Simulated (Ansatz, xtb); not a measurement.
# C3H12GeSi: which of two isomers lies lower

Structure a: `CC[SiH2][GeH2][CH3]`, a singlet. Structure b: `[CH3][Ge]([CH3])([CH3])[SiH3]`, a singlet. Both are isolated molecules in the gas phase, relaxed with PBE0-D3(BJ)/def2-SVP, each in the lowest conformer that the search found.

a (Å):

```csv
atom,x (Å),y (Å),z (Å)
C,0.3614,-2.7487,-0.2180
C,1.0835,-1.4052,-0.1788
C,-2.6692,1.7329,1.6736
Ge,-1.5693,0.1103,1.6518
Si,-0.0677,0.0975,-0.2023
H,1.0708,-3.5913,-0.2169
H,-0.2633,-2.8469,-1.1202
H,-0.3031,-2.8798,0.6511
H,1.7133,-1.3282,0.7243
H,1.7721,-1.3088,-1.0360
H,-0.8719,0.1062,-1.4690
H,0.7381,1.3617,-0.1742
H,-0.7656,0.0200,2.9704
H,-2.4946,-1.1276,1.6044
H,-3.2698,1.7979,0.7549
H,-2.0303,2.6254,1.7373
H,-3.3490,1.7248,2.5377
```

b (Å):

```
atom    x (Å)    y (Å)    z (Å)
   C  -2.2932   0.6881  -0.4816
   C   0.2740   1.3663   1.2971
   C   0.3634  -1.0638  -0.7768
  Ge  -0.7704  -0.0807   0.4850
  Si  -1.5581  -1.5615   2.1864
   H  -1.9335   1.3717  -1.2662
   H  -2.8936  -0.1008  -0.9580
   H  -2.9440   1.2551   0.2001
   H   0.6381   2.0509   0.5155
   H  -0.3397   1.9431   2.0045
   H   1.1432   0.9654   1.8390
   H  -0.1996  -1.8772  -1.2575
   H   0.7287  -0.3837  -1.5619
   H   1.2333  -1.5000  -0.2641
   H  -2.4391  -0.8420   3.1618
   H  -0.4172  -2.1576   2.9532
   H  -2.3516  -2.6873   1.5966
```

Problem. Which of the two would you expect CCSD(T)/def2-SVP + ΔMP2/def2-TZVPP electronic energies to favour?

Solution. Structure b; the calculation gives E(b) − E(a) = −8.8 kcal/mol.

Level by level:

```tsv
level	geometry	E(b) − E(a) (kcal/mol)	departure from the last row (kcal/mol)	job, with rough time for the two
GFN2-xTB	GFN2-xTB	+1.5	+10.3	optimisation, 0.22 s
HF/STO-3G	GFN2-xTB	−6.7	+2.1	single point, 0.48 s
r2SCAN-D4/def2-SVP	GFN2-xTB	−5.8	+3.0	single point, 4.2 s
PBE0-D3(BJ)/def2-SVP	PBE0-D3(BJ)/def2-SVP	−5.1	+3.8	optimisation, 55 s
HF/def2-SVP	PBE0-D3(BJ)/def2-SVP	−4.5	+4.3	part of the CCSD(T) run
MP2/def2-SVP	PBE0-D3(BJ)/def2-SVP	−5.8	+3.1	part of the CCSD(T) run
CCSD(T)/def2-SVP	PBE0-D3(BJ)/def2-SVP	−4.7	+4.1	single point
CCSD(T)/def2-SVP + ΔMP2/def2-TZVPP	PBE0-D3(BJ)/def2-SVP	−8.8		single point, 80 s
```

As drawn, b has 2 C–Ge, 1 C–H, 1 Si–H in place of 1 C–C, 1 C–Si, 2 Ge–H.

GFN2-xTB puts the two in the other order. The largest departure from CCSD(T)/def2-SVP + ΔMP2/def2-TZVPP is that of GFN2-xTB, 10.3 kcal/mol. The last row adds to CCSD(T) the change of the MP2 difference between the two basis sets, here −4.1 kcal/mol, a large step that makes the value less sure.

With thermal terms from frequencies at re-optimised GFN2-xTB minima (ideal gas, soft modes damped towards free rotors, one conformer each, 298.15 K, 1 atm): the zero-point term adds −0.2 kcal/mol; ΔH is −8.2 and ΔG −9.3 kcal/mol.

The correlated steps freeze 17 core orbitals; the filled d shell of Ge is correlated, in a basis made for valence electrons. Programs: Ansatz 0.2.0, xtb 6.7.1; the last row on 4 threads of Arm Neoverse V1 on a shared host.
